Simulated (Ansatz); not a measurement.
Born–Oppenheimer molecular dynamics of CH$_{2}$BClO (6 atoms, charge 0, multiplicity 1). It starts from a relaxed structure.

The calculation used RKS revPBE/6-31G in Ansatz 0.2.0.

- ensemble: NVE (velocity Verlet)
- time step: 0.25 fs
- steps asked: 400
- starting velocities drawn for: 1000 K
- masses: H 2.014 u
- seed: 244479

First frame:

```xyz
6
Properties=species:S:1:pos:R:3
O 0.071 1.833 0.408
C 0.019 0.792 -0.303
B -0.010 -0.648 0.383
Cl -0.005 -2.106 -0.681
H -0.003 0.880 -1.419
H -0.030 -0.816 1.566
```

(1) What does the run give?

(2) What happens to the structure?

(3) How do temperature and energy run in time?

## Answers

(1) The run went to its last step.

```yaml
steps_done: 400
time_covered: 100 fs
mean_temperature_over_the_second_half: 525 K
spread_of_the_potential_energy_over_the_second_half: 14.6 meV per atom
mean_potential_energy_of_the_second_half_above_the_start: 40.9 meV per atom
```

The conserved energy stayed within 0.036 meV per atom of its start (net change 0.017 meV per atom), so the integration is sound. The temperature averaged 0.53 of the 1000 K drawn at the start: a run that starts near a minimum puts about half its kinetic energy into the potential. A run of 0.1 ps of so small a system gives no equilibrium averages. Limits of this set-up: no polarisation functions.

(2) The same pairs are bonded in the first frame and the last. Pairs count as bonded within 1.25 times the sum of covalent radii (0.12 Å more for H–H). The details hang on the random start.

(3) 
| time (fs) | T (K) | potential energy less start (eV) | conserved less start (meV/atom) |
| --- | --- | --- | --- |
| 0.0 | 1000 | 0.000 | 0.00 |
| 3.2 | 784 | 0.112 | 0.01 |
| 6.5 | 431 | 0.294 | 0.02 |
| 9.8 | 201 | 0.413 | 0.03 |
| 13.0 | 228 | 0.399 | 0.03 |
| 16.2 | 484 | 0.267 | 0.02 |
| 19.5 | 741 | 0.134 | 0.01 |
| 22.8 | 773 | 0.117 | 0.01 |
| 26.0 | 507 | 0.255 | 0.02 |
| 29.2 | 329 | 0.347 | 0.03 |
| 32.5 | 454 | 0.282 | 0.02 |
| 35.8 | 622 | 0.196 | 0.02 |
| 39.0 | 747 | 0.131 | 0.01 |
| 42.2 | 680 | 0.166 | 0.01 |
| 45.5 | 427 | 0.297 | 0.02 |
| 48.8 | 223 | 0.402 | 0.02 |
| 52.0 | 226 | 0.400 | 0.03 |
| 55.2 | 460 | 0.279 | 0.01 |
| 58.5 | 674 | 0.168 | 0.02 |
| 61.8 | 839 | 0.083 | 0.01 |
| 65.0 | 795 | 0.106 | 0.00 |
| 68.2 | 397 | 0.312 | 0.03 |
| 71.5 | 304 | 0.360 | 0.03 |
| 74.8 | 511 | 0.253 | 0.01 |
| 78.0 | 520 | 0.248 | 0.02 |
| 81.2 | 560 | 0.227 | 0.01 |
| 84.5 | 532 | 0.242 | 0.01 |
| 87.8 | 377 | 0.322 | 0.02 |
| 91.0 | 417 | 0.302 | 0.02 |
| 94.2 | 596 | 0.209 | 0.01 |
| 97.5 | 691 | 0.160 | 0.01 |

The run took 8.7 min on 1 thread of Arm Neoverse V1, on a shared host, peak memory 0.086 GiB.
